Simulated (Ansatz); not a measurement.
All values below come from Ansatz (a first-principles code) with frozen-core CCSD(T)/def2-TZVPP // B3LYP-D3(BJ)/def2-TZVP.

Ansatz 0.2 input:
```yaml
crystal:
  periodic: [false, false, false]
  atoms:
    - { symbol: Ge, position_ang: [-0.000264, 0.0001, 0.361484] }
    - { symbol: H, position_ang: [-0.171032, 1.455871, -0.120953] }
    - { symbol: H, position_ang: [-1.175135, -0.876137, -0.121287] }
    - { symbol: H, position_ang: [1.346522, -0.579713, -0.119313] }
basis:
  gaussian: { orbitals: def2-TZVPP }
correlation:
  method: ccsd_t
magnetization:
  spin_polarized: true
  initial_magnetization: 1
```

Output:

```
Functional definition: HF
544 factors; integrals over basis functions are off by at most 7.8e-4 eV
mean field evaluation 1: about -56519.3029 eV, gradient 7.3e0 eV
mean field evaluation 2: about -56519.3036 eV, gradient 7.3e0 eV
mean field evaluation 4: about -56519.9052 eV, gradient 1.7e0 eV
mean field evaluation 8: about -56519.9230 eV, gradient 4.4e-4 eV
mean field evaluation 16: about -56519.9211 eV, gradient 1.3e-1 eV
mean field -56519.92303143 eV, -2077.0688608254 hartree, gradient 2.0e-6 eV, S^2 0.754725; 0 other end points of the search recorded, 0 dependent functions left out
9 core orbitals not correlated
reference -56519.92303143 eV, -2077.0688608254 hartree; 9, 8 occupied and 72, 73 virtual orbitals, 544 factors
second order -6.80687368 eV of doubles, -0.00000000 eV of singles
cycle   1  -6.92829973 eV  change   -1.2e-1 eV  update   7.0e-2
cycle   2  -7.23053409 eV  change   -3.0e-1 eV  update   2.3e-2
cycle   3  -7.26240434 eV  change   -3.2e-2 eV  update   1.0e-2
cycle   4  -7.26054903 eV  change    1.9e-3 eV  update   2.9e-3
cycle   5  -7.26080863 eV  change   -2.6e-4 eV  update   9.1e-4
cycle   6  -7.26052366 eV  change    2.8e-4 eV  update   3.8e-4
cycle   7  -7.26059489 eV  change   -7.1e-5 eV  update   1.3e-4
cycle   8  -7.26063841 eV  change   -4.4e-5 eV  update   4.5e-5
cycle   9  -7.26063457 eV  change    3.8e-6 eV  update   1.4e-5
perturbative correction -0.21733845 eV, -0.0079870405 hartree
Total energy: -56527.40100445 eV, -2077.3436712648 hartree
```

Cost: about 11 core-seconds (a rough figure).
